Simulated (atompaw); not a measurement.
# Sc: one change to a PAW (atompaw) potential, before and after

- Element: scandium
- Generator: atompaw 4.2.0.5
- Type: PAW
- Functional: LDA (PW92)
- Relativity: scalar-relativistic
- Frozen core: [Ne]
- Valence charge: 11
- Reference configuration: 3s2 3p6 3d1 4s2 4p0
- Partial waves: 3s (bound): rc 1.35 bohr; 4s (bound): rc 2.50 bohr; 3p (bound): rc 1.95 bohr; 4p (bound, empty): rc 2.50 bohr; 3d (bound): rc 1.35 bohr; 3d channel at 2.65 Ry: rc 1.35 bohr
- Local potential: troulliermartins scheme with l = 3 at 0.5 Ry, radius 1.85 bohr
- Core correction: smooth core density matched at 2.30 bohr
- Augmentation charge: besselshape compensation charge, radius 2.35 bohr; PAW radius 2.50 bohr; waves and projectors: custom rrkj gramschmidtortho

Change: all radii scaled by about 1.32 (s 1.78, p 2.56, d 1.78 bohr); local potential troulliermartins scheme with l = 3 at 0.5 Ry, radius 2.42 bohr; augmentation besselshape compensation charge, radius 3.08 bohr; PAW radius 3.28 bohr; waves and projectors: custom rrkj gramschmidtortho; core correction smooth core density matched at 3.02 bohr.

Cutoffs: the cutoffs (Ry, on a coarse ladder) from which the occupation-weighted sum of valence levels, in a spherical-Bessel basis at the reference potential, stays within 10 and 1 mRy of its value at 400 Ry; they do not see the model core or the augmentation charge, which bear on the density cutoff.

Q: What does the change do?

A: The potential gets softer (45 Ry and 60 Ry → 25 Ry and 35 Ry); neither file shows a bound ghost. A larger radius leaves more room for a smooth pseudo-wave, so fewer plane waves are needed.

```csv
quantity,base,changed
"cutoff, loose",45 Ry,25 Ry
"cutoff, tight",60 Ry,35 Ry
loose cutoff by channel (10 mRy a level),"s 21 Ry, p 18 Ry, d 45 Ry","s 15 Ry, p 10 Ry, d 25 Ry"
bound ghosts,none,none
lowest overlap eigenvalue by channel,"s 0.41, p 0.60, d 0.92","s 0.26, p 0.51, d 0.32"
```

 The cutoffs see the waves, projectors and local potential, not the compensation charge or the core.
